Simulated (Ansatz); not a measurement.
`S[CH2][ZnH]`, charge 0, multiplicity 1.

**Question.** Give a relaxed structure at PBE0-D4/def2-TZVP (Ansatz 0.2.0). (Best estimate.)

**Answer.** Ansatz gave: 
Cartesian coordinates in Å:
```
S 1.244 0.848 -0.883
C 0.116 -0.533 -0.511
Zn -1.149 0.066 0.847
H 1.632 1.143 0.368
H 0.680 -1.439 -0.290
H -0.419 -0.706 -1.448
H -2.105 0.621 1.917
```
